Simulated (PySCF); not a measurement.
One of the candidates below gave these computed data.

All candidates are C5H11FSSi2.

* NMR, other nuclei: isotropic shieldings of nuclei other than C and H, by class: 438 (1 F), 341 (1 Si), 427 (1 Si), 574 (1 S) ppm [GIAO PBE0/pcSseg-1]
* Dipole: 1.12 D [PBE0/pcSseg-1]
* Rotational structure: rotational constants A, B, C: 0.924, 0.589, 0.398 GHz [GFN2-xTB]
* 1H NMR: chemical shifts (computed TMS as zero) by class: 5.67 (1 H), 5.52 (1 H), 4.90 (1 H), 2.16 (3 H), 2.09 (3 H), 1.54 (1 H), 1.46 (1 H) ppm [GIAO PBE0/pcSseg-1]
* 13C NMR: chemical shifts (computed TMS as zero) by class: 117.5 (1 C), 78.6 (1 C), 20.8 (1 C), 20.2 (1 C), 6.3 (1 C) ppm [GIAO PBE0/pcSseg-1]

Gas-phase values; electronic properties from PySCF, density fitting. Levels stand in brackets. Isolated species at its GFN2-xTB geometry (one conformer only). GFN2-xTB frequencies show an imaginary mode (21i cm⁻¹), so this geometry is no minimum at that level. NMR classes are plain means over equivalent atoms (diastereotopic ones count apart unless rotation or inversion swaps them), as if these changed places fast.

Question: Which candidate is it?
A. `CC#C[Si@H](CSC)[SiH2]F`
B. `CS[C@@H]1[SiH2]C=C[SiH2][C@H]1F`
C. `CS[SiH2]C1=CC[SiH2][C@H]1F`
D. `C[SiH2][C@H](F)C#C[SiH2]SC`
E. `C[SiH2]C1=CSC[SiH2][C@@H]1F`

Answer: A. It is `CC#C[Si@H](CSC)[SiH2]F`. Numbering: `[CH3:1][C:2]#[C:3][Si@H:4]([CH2:5][S:6][CH3:7])[SiH2:8][F:9]`. Its formula, C5H11FSSi2, gives 2 degrees of unsaturation: 0 rings and 2 π bonds in the structure found. 5 carbons fall into 5 classes; from least to most shielded: alkyne carbon [C2] (117.5 ppm), alkyne carbon [C3] (78.6 ppm), S-methyl carbon [C7] (20.8 ppm), sp3 carbon bound to sulfur [C5] (20.2 ppm), propargylic carbon [C1] (6.3 ppm). Hydrogen classes from least to most shielded: 1 H on a fluorine-bound silicon, Si8 (5.67 ppm), 1 H on a fluorine-bound silicon, Si8 (5.52 ppm), 1 H on an SiH silicon, Si4 (4.90 ppm), 3 H on a propargylic carbon, C1 (2.16 ppm), 3 H on an S-methyl carbon, C7 (2.09 ppm, a mean of values up to 1.2 ppm apart in this geometry), 1 H on an sp3 carbon bound to sulfur, C5 (1.54 ppm), 1 H on an sp3 carbon bound to sulfur, C5 (1.46 ppm). The other shieldings belong to: 438 ppm, silicon-bound fluorine [F9]; 341 ppm, fluorine-bound silicon [Si8]; 427 ppm, SiH silicon [Si4]; 574 ppm, sulfide sulfur [S6]. The optimised geometry has point group C1 and is an asymmetric top.

The others, at the same levels:
- `C[SiH2][C@H](F)C#C[SiH2]SC` fails: its computed 13C shifts are 113.6 (1 C), 99.0 (1 C), 80.0 (1 C), 14.7 (1 C), -10.5 (1 C) ppm, 1H shifts are 5.61 (1 H), 5.06 (1 H), 4.88 (1 H), 4.40 (1 H), 4.24 (1 H), 2.28 (3 H), 0.53 (3 H) ppm and rotational constant A is 1.441 GHz (against 0.924 GHz).
- `C[SiH2]C1=CSC[SiH2][C@@H]1F` fails: its computed 13C shifts are 139.2 (1 C), 134.8 (1 C), 89.4 (1 C), 12.8 (1 C), -4.2 (1 C) ppm, 1H shifts are 6.01 (1 H), 5.75 (1 H), 4.75 (1 H), 4.21 (1 H), 4.18 (1 H), 4.16 (1 H), 2.55 (1 H), 1.98 (1 H), 0.36 (3 H) ppm and rotational constant A is 1.582 GHz (against 0.924 GHz).
- `CS[C@@H]1[SiH2]C=C[SiH2][C@H]1F` fails: its computed 13C shifts are 156.4 (1 C), 152.8 (1 C), 96.8 (1 C), 39.8 (1 C), 27.6 (1 C) ppm, 1H shifts are 7.21 (1 H), 7.20 (1 H), 5.19 (1 H), 4.52 (1 H), 4.50 (1 H), 4.42 (1 H), 4.22 (1 H), 2.45 (3 H), 2.39 (1 H) ppm and rotational constant A is 1.469 GHz (against 0.924 GHz).
- `CS[SiH2]C1=CC[SiH2][C@H]1F` fails: its computed 13C shifts are 156.9 (1 C), 145.4 (1 C), 98.0 (1 C), 20.0 (1 C), 13.4 (1 C) ppm, 1H shifts are 6.63 (1 H), 5.89 (1 H), 5.20 (1 H), 5.07 (1 H), 4.40 (1 H), 4.40 (1 H), 2.11 (3 H), 2.06 (1 H), 1.84 (1 H) ppm and rotational constant A is 2.247 GHz (against 0.924 GHz).

Each candidate is one conformer, not necessarily the lowest. The conformers computed, where there is a choice (atom-mapped SMILES and torsion angles):
- `[CH3:1][C:2]#[C:3][Si@H:4]([CH2:5][S:6][CH3:7])[SiH2:8][F:9]`: C3–Si4–C5–S6 53°, Si4–C5–S6–C7 66°, C3–Si4–Si8–F9 -71°
- `[CH3:1][SiH2:2][C@H:3]([F:4])[C:5]#[C:6][SiH2:7][S:8][CH3:9]`: C1–Si2–C3–F4 72°, C6–Si7–S8–C9 57°

The conformers of `C[SiH2]C1=CSC[SiH2][C@@H]1F`, `CS[C@@H]1[SiH2]C=C[SiH2][C@H]1F` and `CS[SiH2]C1=CC[SiH2][C@H]1F` aren't listed.
